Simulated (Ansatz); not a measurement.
Spin states of COW (SMILES [O+]#[C-]->[W]), each relaxed with B3LYP-D3(BJ)/def2-TZVP.
State 1 (charge 0, multiplicity 5):
```tsv
atom	x (Å)	y (Å)	z (Å)
W	-1.0716	-0.8569	-0.9771
O	0.8896	0.7569	0.7864
C	0.1488	0.1474	0.1203
```
State 2 (charge 0, multiplicity 3):
```tsv
atom	x (Å)	y (Å)	z (Å)
W	-1.0643	-0.8508	-0.9706
O	0.8843	0.7524	0.7816
C	0.1469	0.1457	0.1185
```

Singlets are restricted, other states unrestricted; no spin–orbit coupling, no relativity up to Kr; see below for the cores. The largest T1 diagnostic is 0.052.

Run with Ansatz (a quantum-chemistry and plane-wave program) with Gaussian orbitals.  In def2 rows elements past Kr take small-core potentials, without spin–orbit coupling.

**Question.** One of these levels gives 4.53 kcal/mol for the energy of the multiplicity-3 state less that of the multiplicity-5 state. Name it.
A. SVWN5/def2-TZVPP
B. wB97X-V/def2-TZVPP
C. CAM-B3LYP/def2-TZVPP

**Answer.** C, CAM-B3LYP/def2-TZVPP. The others give 6.99 (SVWN5/def2-TZVPP), 3.02 (wB97X-V/def2-TZVPP)

Doubts at one or more of the structures used: a spin-contaminated determinant (SVWN5/def2-TZVPP, CAM-B3LYP/def2-TZVPP, wB97X-V/def2-TZVPP).
